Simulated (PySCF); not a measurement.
# Atomic charges by several schemes

C₁₀H₈.
Z-matrix (Å and degrees, PBE0-D3(BJ)/def2-SVP geometry), rows numbered from 1:
```
C 
C   1  1.3225
C   2  1.4321  1   62.81
C   3  1.3402  1  153.17  2   179.89
C   4  1.4603  3  125.71  1     0.12
C   5  1.4062  4  119.48  3   179.95
C   6  1.3916  5  121.44  4   179.99
C   7  1.3941  6  120.38  5     0.00
C   8  1.3959  7  119.00  6    -0.00
C   9  1.3903  8  120.63  7     0.00
H   1  1.0875  2  148.01  3   180.00
H   2  1.0880  1  148.20  3   180.00
H   4  1.0933  3  117.41  1  -179.91
H   6  1.0935  5  118.86  4    -0.01
H   7  1.0931  6  119.59  5   179.99
H   8  1.0923  7  120.54  6  -180.00
H   9  1.0932  8  119.89  7  -179.98
H  10  1.0916  5  119.55  4    -0.01
```

Density: PBE0/pcSseg-1 (PySCF); schemes: Mulliken, IAO, Hirshfeld and ESP-fitted. One conformer (not necessarily the lowest) at the PBE0-D3(BJ)/def2-SVP geometry, without solvent, vibrations or thermal averaging.

Q: Atoms with like bonding are taken together and averaged. Do the Mulliken, IAO, Hirshfeld and ESP-fitted schemes agree on where the charge is highest?

A: The schemes don't all agree: Mulliken H11 (+0.107); IAO H11 and H12 (+0.183); Hirshfeld H12 (+0.092); ESP-fitted C5 (+0.520).

Q: At which atom do the 4 schemes differ most?

A: At C4: from -0.861 (ESP-fitted) to -0.071 e (Mulliken), 0.790 e apart.

Q: Tabulate the Mulliken, IAO, Hirshfeld and ESP-fitted charges.

A: In e; atoms taken as equivalent share a row and are averaged (×n: the atom named and its like, n in all):

```csv
atom,environment,Mulliken,IAO,Hirshfeld,ESP-fitted
C1,alkene CH carbon,-0.101,-0.112,-0.006,-0.207
C2,alkene CH carbon,-0.082,-0.098,-0.003,-0.198
C3,fully substituted alkene carbon,+0.099,+0.040,-0.004,+0.401
C4,alkene CH carbon,-0.071,-0.273,-0.116,-0.861
C5,substituted aromatic carbon,-0.187,+0.017,-0.005,+0.520
C6/C10,aromatic CH carbon,-0.057,-0.166,-0.062,-0.319
C7/C9,aromatic CH carbon,-0.076,-0.148,-0.055,-0.136
C8,aromatic CH carbon,-0.088,-0.170,-0.064,-0.185
H11,vinylic hydrogen,+0.107,+0.183,+0.090,+0.212
H12,vinylic hydrogen,+0.099,+0.183,+0.092,+0.213
H13,vinylic hydrogen,+0.079,+0.145,+0.036,+0.255
H14/H18,aromatic hydrogen,+0.074,+0.137,+0.039,+0.165
H15/H17,aromatic hydrogen,+0.089,+0.146,+0.046,+0.144
H16,aromatic hydrogen,+0.087,+0.146,+0.045,+0.142
```

Mean size of the charges over all atoms: ESP-fitted 0.262 e, IAO 0.142 e, Mulliken 0.088 e, Hirshfeld 0.048 e. Each set sums to the total charge, 0, to within 0.001 e. The Hirshfeld scheme divides the density at each point in proportion to the densities of the neutral, spherically averaged free atoms. The IAO scheme counts the electrons in orthogonalised intrinsic atomic orbitals, a minimal basis polarised so that it spans the occupied orbitals exactly.

Some averages cover members that differ in this geometry: C6/C10, ESP-fitted -0.354 to -0.284; C7/C9, ESP-fitted -0.160 to -0.112 e.

Q: How closely do the schemes follow one another over all atoms?

A: Correlation coefficient and root-mean-square difference: IAO with Hirshfeld 0.96, 0.099 e; IAO with ESP-fitted 0.81, 0.213 e; Mulliken with IAO 0.80, 0.095 e; Hirshfeld with ESP-fitted 0.75, 0.276 e; Mulliken with Hirshfeld 0.74, 0.064 e; Mulliken with ESP-fitted 0.45, 0.287 e.

Q: Sum the charges by element.

A: 
```tsv
element	atoms	Mulliken	IAO	Hirshfeld	ESP-fitted
C	10	-0.697	-1.223	-0.434	-1.439
H	8	+0.697	+1.223	+0.433	+1.439
```
